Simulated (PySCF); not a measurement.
[FeF4]2-: what the settings change

[FeF4]2- holds Fe(II), d6, at total charge -2. The structure is a PBE0-D3(BJ)/def2-TZVP, IEF-PCM water geometry optimised for multiplicity 5; coordination distorted tetrahedral, point group D2d, metal–donor distances 1.95 Å.

```
5

Fe    0.000    0.000    0.000
F     0.676    1.290    1.290
F     0.676   -1.290   -1.290
F    -0.676   -1.290    1.290
F    -0.676    1.290   -1.290
```

Method (PySCF 2.14, density fitting): CASSCF(6,5) with orbitals averaged over all microstates of the shell, strongly contracted NEVPT2 on the averaged canonical orbitals; basis x2c-TZVPall on the metal, x2c-SVPall elsewhere; spin-free X2C; IEF-PCM water; spin-orbit coupling by state interaction with the mean-field operator over all roots.

Base run: NEVPT2 ground state 5A1, next 5E at 4022, then 5B1 at 5458 cm⁻¹, B(CASSCF) 1126, ζ 400 cm⁻¹, D 9.71 cm⁻¹, g 2.000 2.137 2.137, μeff(300 K) 5.19 μB.

Q: What happens with the basis x2c-TZVPall on all atoms?

A: NEVPT2 ground state 5A1, next 5E at 3761, then 5B1 at 5165 cm⁻¹, B(CASSCF) 1127, ζ 400 cm⁻¹, D 10.09 cm⁻¹, g 2.000 2.147 2.147, μeff(300 K) 5.21 μB. It took 12 s against 9.2 s on a shared host of the same kind.

Q: What happens with orbitals averaged over the highest spin alone?

A: NEVPT2 ground state 5A1, next 5E at 3838, then 5B1 at 5278 cm⁻¹, B(CASSCF) 1148, ζ 406 cm⁻¹, D 10.23 cm⁻¹, g 2.000 2.147 2.147, μeff(300 K) 5.21 μB.

No frequencies were computed for the optimised geometry. NEVPT2 lifts 5E from 3168 to 4022 cm⁻¹; on the d shell alone such lifts tend to overshoot.
